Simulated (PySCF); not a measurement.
C₆H₅PS.
SMILES with atom numbers: `[CH:1]#[C:2][c:3]1[p:4][cH:5][c:6]([CH3:7])[s:8]1` (hydrogens: H9 on C1; H10 on C5; H11, H12, H13 on C7)

Structure used (GFN2-xTB), in Å, numbered top down from 1:
```xyz
13
C6H5PS angstrom
C      3.994    0.030    0.060
C      2.803   -0.132    0.134
C      1.421   -0.311    0.212
P      0.652   -1.643    0.990
C     -0.962   -1.047    0.603
C     -1.086    0.112   -0.089
C     -2.363    0.760   -0.501
S      0.398    0.890   -0.523
H      5.033    0.159    0.004
H     -1.833   -1.602    0.915
H     -2.439    1.761   -0.075
H     -2.412    0.856   -1.585
H     -3.211    0.170   -0.162
```

Hirshfeld charges (e) from the PBE0/pcSseg-1 density (PySCF), one withheld:

| atom | bonded to | charge |
| --- | --- | --- |
| C1 | C2 H9 | -0.1015 |
| C2 | C1 C3 | -0.0684 |
| C3 | C2 P4 S8 | -0.0850 |
| P4 | C3 C5 | +0.0842 |
| C5 | P4 C6 H10 | -0.1359 |
| C6 | C5 C7 S8 | -0.0077 |
| C7 | C6 H11 H12 H13 | ? |
| S8 | C6 C3 | +0.1299 |
| H9 | C1 | +0.0949 |
| H10 | C5 | +0.0488 |
| H11 | C7 | +0.0500 |
| H12 | C7 | +0.0500 |
| H13 | C7 | +0.0567 |

Question: What is the charge on C7?

Answer: The charges add up to the total charge, 0. The others sum to +0.1160, which leaves -0.1160 e for C7 (benzylic-type carbon); the computed value is -0.1161, the difference coming from rounding and the integration grid.

Question: Add each hydrogen's charge to the atom that carries it.

Answer: C1 -0.0066, C5 -0.0871, C7 +0.0406. Atoms without hydrogen keep their charges.

Question: Across which bond do the charges differ most?

Answer: P4–C5: +0.0842 on P4 against -0.1359 on C5, a difference of 0.2201 e. The lower charge is on the more electronegative element of the two (Pauling values: C 2.55, P 2.19).

Question: Take the bonds between elements whose Pauling electronegativities differ by more than 0.25. In how many does the more electronegative atom carry the lower charge?

Answer: In 7 of 7.

Question: How much positive and how much negative charge does this set hold in all?

Answer: +0.5145 e on 7 atoms and -0.5146 e on 6.

The Hirshfeld scheme divides the density at each point in proportion to the densities of the neutral, spherically averaged free atoms. Geometry: GFN2-xTB; no solvent, vibrations or thermal averaging.
